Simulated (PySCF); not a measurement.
Gas-phase reaction: GaBr3 + 2 GaH ⇌ 3 GaBr + H2

Method: PySCF energies plus ideal-gas RRHO corrections (1 bar). † marks an energy on the PBE0/def2-TZVP geometry and frequencies; other levels use their own. MP2 freezes the core. 6-31G* has spherical d functions here. All species are closed-shell singlets. B3LYP is the form with VWN-RPA correlation. Br, Ga: all electrons, no relativistic terms. GaH: computed as isolated molecules; such fragments, hydroxides, amides, oligomers or adducts are transient or little studied in the gas. MP2 isn't extrapolated to the basis-set limit; its ΔH°(298 K) is -149.9 kJ in def2-SVP and -161.0 kJ in def2-TZVPP. The harmonic model lacks anharmonicity and excited electronic states, which grow with temperature; levels with a mode under 35 cm⁻¹ are left out. Soft modes under 120 cm⁻¹ make the harmonic entropy rough for GaBr3.

```json
[
 {"level": "B3LYP/6-31G*", "ΔE electronic, kJ": "-239", "ΔH°(298 K), kJ": "-231", "ΔS°(298 K), J/K": "125", "ΔG°(2000 K), kJ": "-471"},
 {"level": "B3LYP/def2-TZVP†", "ΔE electronic, kJ": "-225", "ΔH°(298 K), kJ": "-218", "ΔS°(298 K), J/K": "126", "ΔG°(2000 K), kJ": "-460"},
 {"level": "HF/6-31G*", "ΔE electronic, kJ": "-179", "ΔH°(298 K), kJ": "-172", "ΔS°(298 K), J/K": "129", "ΔG°(2000 K), kJ": "-421"},
 {"level": "MP2/def2-SVP†", "ΔE electronic, kJ": "-157", "ΔH°(298 K), kJ": "-150", "ΔS°(298 K), J/K": "126", "ΔG°(2000 K), kJ": "-391"},
 {"level": "ωB97M-V/def2-TZVP†", "ΔE electronic, kJ": "-190", "ΔH°(298 K), kJ": "-184", "ΔS°(298 K), J/K": "126", "ΔG°(2000 K), kJ": "-425"}
]
```
ΔH° is lowest at B3LYP/6-31G* and highest at MP2/def2-SVP†. No reference value is set beside these.
